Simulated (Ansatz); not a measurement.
```xyz
3

Si    0.0000    0.0000    0.0000
Mg    0.0000    3.1623    1.8257
Mg    0.0000   -3.1623    1.8257
```

Basis set: pcseg-2 (spherical functions). Charge 0, multiplicity 1.

Computed with Ansatz (development build ahead of 0.2.0); each method stands on the lowest determinant of its kind that the runs found. Restricted functionals stand beside restricted open-shell atoms, which can lie above the unrestricted atoms usual in DFT and then raise those values.

The atomization energy at this shape (free ground-state atoms in the same class of orbitals less the molecule, no zero-point energy) of singlet Mg2Si:

```
             method  atomization energy
PBE0 (unrestricted)             0.39 eV
```

(1) What does PBE0 (restricted) give?

Results:

(1) -0.43 eV. Caution: the shape is not the minimum. Caution for PBE0 (unrestricted): the unrestricted determinant is a mixture of spin states. Caution for PBE0 (restricted): an unrestricted determinant lies well below.
